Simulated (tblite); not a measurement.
Compound: C₇H₈NO (doublet state).
Numbering: `[CH3:1][NH:2][c:3]1[cH:4][cH:5][cH:6][c:7]([O:8])[cH:9]1` (hydrogens: H10, H11, H12 on C1; H13 on N2; H14 on C4; H15 on C5; H16 on C6; H17 on C9)
Bond orders are those of one Lewis drawing.

Computed with GFN2-xTB (tblite), gas phase: L-BFGS steps from a force-field or distance-geometry start until the largest atomic force falls under 0.01 eV/Å.

Step 18: E = -707.1209 eV
```
atom  x, y, z in Å  |  force x, y, z in eV/Å
C1      2.6594    0.0631   -0.0613    0.006   0.016  -0.001
N2      1.5039   -0.7778    0.0968    0.010  -0.004   0.026
C3      0.2193   -0.3474    0.2482    0.046  -0.024  -0.002
C4     -0.0892    1.0300    0.3043    0.027  -0.014  -0.019
C5     -1.4069    1.4561    0.4718    0.056  -0.009  -0.007
C6     -2.4293    0.5580    0.5853    0.008   0.039   0.005
C7     -2.1728   -0.8745    0.5309   -0.032  -0.032  -0.006
O8     -3.0960   -1.6982    0.6281   -0.011  -0.019   0.004
C9     -0.8052   -1.2704    0.3573    0.017   0.021  -0.005
H10     2.7970    0.7177    0.8068   -0.021  -0.019  -0.050
H11     2.5824    0.6825   -0.9627    0.032  -0.011   0.046
H12     3.5375   -0.5731   -0.1497    0.000   0.059  -0.019
H13     1.6393   -1.7712    0.0360   -0.014  -0.037  -0.004
H14     0.7026    1.7577    0.2103   -0.056  -0.011   0.017
H15    -1.6044    2.5182    0.5096   -0.019  -0.002   0.004
H16    -3.4528    0.8709    0.7168   -0.014   0.009   0.000
H17    -0.5918   -2.3295    0.3110   -0.035   0.037   0.010
```

Step 19: E = -707.1215 eV
```
atom  x, y, z in Å  |  force x, y, z in eV/Å
C1      2.6583    0.0654   -0.0615   -0.013  -0.006   0.006
N2      1.5063   -0.7798    0.0986   -0.010  -0.023   0.023
C3      0.2218   -0.3503    0.2486   -0.007  -0.013   0.001
C4     -0.0868    1.0271    0.3039    0.014  -0.006  -0.012
C5     -1.4040    1.4554    0.4713    0.031  -0.007  -0.004
C6     -2.4280    0.5589    0.5852    0.008   0.026   0.002
C7     -2.1732   -0.8744    0.5311   -0.023  -0.008  -0.006
O8     -3.0977   -1.6965    0.6283    0.010  -0.016   0.002
C9     -0.8051   -1.2711    0.3574   -0.003   0.016  -0.001
H10     2.7908    0.7193    0.8068   -0.001  -0.002  -0.033
H11     2.5767    0.6851   -0.9617    0.040  -0.010   0.030
H12     3.5378   -0.5680   -0.1496    0.018   0.059  -0.024
H13     1.6409   -1.7732    0.0340   -0.001  -0.030  -0.006
H14     0.7051    1.7538    0.2102   -0.043   0.006   0.015
H15    -1.6026    2.5178    0.5090    0.000  -0.017   0.001
H16    -3.4516    0.8728    0.7163    0.000   0.008  -0.001
H17    -0.5957   -2.3305    0.3116   -0.019   0.021   0.008
```

Step 20: E = -707.1219 eV
```
atom  x, y, z in Å  |  force x, y, z in eV/Å
C1      2.6574    0.0665   -0.0615   -0.018  -0.021   0.008
N2      1.5076   -0.7814    0.1001   -0.023  -0.026   0.020
C3      0.2230   -0.3521    0.2488   -0.019  -0.001   0.000
C4     -0.0853    1.0253    0.3034   -0.005   0.000  -0.005
C5     -1.4019    1.4549    0.4709    0.004  -0.007  -0.002
C6     -2.4272    0.5597    0.5852    0.001   0.003   0.000
C7     -2.1737   -0.8744    0.5310   -0.007   0.017  -0.005
O8     -3.0986   -1.6961    0.6285    0.017  -0.012   0.000
C9     -0.8051   -1.2710    0.3574   -0.027   0.002   0.001
H10     2.7876    0.7202    0.8061    0.008   0.013  -0.009
H11     2.5746    0.6864   -0.9606    0.033  -0.002   0.008
H12     3.5382   -0.5641   -0.1500    0.032   0.046  -0.023
H13     1.6416   -1.7747    0.0329    0.007  -0.027  -0.008
H14     0.7055    1.7521    0.2105   -0.019   0.022   0.010
H15    -1.6017    2.5173    0.5087    0.013  -0.022  -0.001
H16    -3.4510    0.8740    0.7160    0.011   0.010  -0.001
H17    -0.5981   -2.3305    0.3121   -0.009   0.007   0.006
```

Q: Estimate the geometry and energy of step 21. (The exact step hangs on the optimiser's Hessian estimate; all steps are aligned on step 20, rigid shifts and turns removed.)

A: E = -707.1222 eV, largest force 0.050 eV/Å
```
atom  x, y, z in Å  |  force x, y, z in eV/Å
C1      2.6562    0.0670   -0.0613   -0.016  -0.026   0.007
N2      1.5082   -0.7831    0.1016   -0.011  -0.030   0.013
C3      0.2237   -0.3536    0.2490   -0.033   0.004   0.000
C4     -0.0841    1.0237    0.3029   -0.011   0.001   0.001
C5     -1.4000    1.4543    0.4706   -0.023  -0.006   0.001
C6     -2.4264    0.5605    0.5852   -0.007  -0.016  -0.002
C7     -2.1744   -0.8741    0.5308    0.003   0.026  -0.002
O8     -3.0990   -1.6959    0.6286    0.017  -0.005  -0.001
C9     -0.8057   -1.2710    0.3575   -0.029  -0.001   0.001
H10     2.7850    0.7212    0.8054    0.011   0.020   0.011
H11     2.5734    0.6873   -0.9595    0.018   0.002  -0.011
H12     3.5392   -0.5599   -0.1509    0.037   0.028  -0.018
H13     1.6424   -1.7765    0.0317    0.009  -0.015  -0.008
H14     0.7055    1.7510    0.2109    0.001   0.031   0.006
H15    -1.6005    2.5166    0.5085    0.022  -0.019  -0.002
H16    -3.4502    0.8752    0.7157    0.015   0.013   0.000
H17    -0.6003   -2.3305    0.3126   -0.004  -0.007   0.005
```

The energy changes by -0.0003 eV. The first-order estimate −F·Δx gives -0.0004 eV and the mean of the old and new forces, exact on a quadratic surface, -0.0003 eV. The step makes an angle of 63° with the force vector and moves no atom by more than 0.004 Å.

The cost below is that of the whole relaxation. Time: 0.16 s wall. Hardware: one thread of an Arm Neoverse V2, shared host with 96 logical CPUs at a one-minute load of 58.
